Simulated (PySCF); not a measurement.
Vertical excitations of a molecule C₂H₇F₂NSi from TDA-CAM-B3LYP/def2-SVPD (PySCF), as energy in eV (oscillator strength): 6.39 (0.034), 7.62 (0.002), 8.09 (0.028), 8.13 (0.009), 8.22 (0.005), 8.29 (0.043), 8.57 (0.042), 8.69 (0.025), 9.04 (0.009), 9.20 (0.066). Lowest triplet (TDA): 5.99 eV. The structure is a stationary point at PBE0-D3(BJ)/def2-SVP. Other conformers were not sampled.

Q: Identify the compound among the candidates.
A. CN(C)[SiH](F)F
B. N[SiH2]CC(F)F
C. C[Si@H](N)C(F)F
D. CNC[SiH](F)F

A: B, N[SiH2]CC(F)F
